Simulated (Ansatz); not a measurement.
Input file for Ansatz (a quantum-chemistry and plane-wave program): U-CAM-B3LYP/def2-TZVPP on BeC+, 2S+1 = 4, a spin state set in the input, which need not be the lowest, a point of a bond scan (R = 1.587 Å). Charge +1.

Ansatz 0.2 input:
```yaml
crystal:
  periodic: [false, false, false]
  atoms:
    - {symbol: Be, position_ang: [0.00000000, 0.00000000, 0.00000000]}
    - {symbol: C, position_ang: [0.00000000, 0.00000000, 1.58703500]}
basis:
  gaussian:
    orbitals: def2-TZVPP
    pivot_positions_ang: [[0.00000000, 0.00000000, 0.00000000], [0.00000000, 0.00000000, 1.58703500]]
hamiltonian:
  xc: {name: CAM-B3LYP}
total_charge: 1
magnetization: {spin_polarized: true, initial_magnetization: 3}
output: {forces: true, orbitals: {seedname: ./end}}
```

The head of its log:

```
WARN ansatz: RAYON_NUM_THREADS=1 ignored (pool sized by the plan → 1); use --threads N
Functional definition: CAM-B3LYP
integrals: 0.01 GiB planned
321 factors; their error is unknown
integrals: 0.04 GiB planned
128 factors; integrals over basis functions are off by at most 1.0e-5 eV
mean field: 0.11 GiB planned
mean field evaluation 1: about -1417.5865 eV, gradient 2.6e1 eV
mean field evaluation 2: about -1417.7798 eV, gradient 2.4e1 eV
```

**Question.** Give the final energy of this run.

**Answer.** -52.2467 hartree.
